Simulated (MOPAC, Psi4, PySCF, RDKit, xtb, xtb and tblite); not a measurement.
Two geometries of CH6SSeSi, SMILES SC[SiH2][SeH], relaxed at GFN2-xTB with one dihedral held; other torsions can differ between them too.

Structure A

```
10

S      2.6107     2.1888    -0.8328
C      0.9229     1.8805    -1.4598
Si    -0.1339     0.9004    -0.2105
Se    -1.8921     2.2945     0.2367
H      2.2514     2.9421     0.2049
H      0.4840     2.8430    -1.7239
H      1.0735     1.3160    -2.3767
H      0.5980     0.6602     1.0307
H     -0.6277    -0.3436    -0.7949
H     -2.5438     1.4112     1.1541
```

Structure B

```
10

S      2.6065     2.1890    -0.8412
C      0.9164     1.8845    -1.4687
Si    -0.1170     0.9137    -0.1990
Se    -0.6422     2.4449     1.4217
H      2.2383     2.8684     0.2464
H      0.4782     2.8443    -1.7385
H      1.0576     1.3064    -2.3778
H      0.6791    -0.1573     0.3906
H     -1.3567     0.4375    -0.8087
H     -1.4827     1.5672     2.1746
```

Question: Which is lower in energy at the level DF-MP2 (frozen core)/cc-pVTZ // GFN2-xTB run with Psi4, and by how much?

Answer: B is lower, by 8.61 kJ/mol (dihedral S1–C2–Si3–Se4: 120° in A, 75° in B).

E(B) − E(A) in kJ/mol at the other levels, on the same two geometries: GFN2-xTB (xtb and tblite) -2.32; PBE/def2-TZVP // GFN2-xTB (Psi4) -5.60; PBE-D3(BJ)/def2-TZVP // GFN2-xTB (Psi4) -6.70; HF/cc-pVTZ // GFN2-xTB (Psi4) -5.02; UFF // GFN2-xTB (RDKit) -8.05; PM6, restricted, heats of formation // GFN2-xTB (MOPAC) 1.95; PM7, restricted, heats of formation // GFN2-xTB (MOPAC) 0.63; GFN1-xTB // GFN2-xTB (xtb) -6.47; restricted B3LYP/6-31G*, spherical d, density fitting // GFN2-xTB (PySCF) -3.92; restricted Hartree-Fock/3-21G // GFN2-xTB (PySCF) -5.33; restricted M06-2X/6-31G*, spherical d, density fitting // GFN2-xTB (PySCF) -6.25.
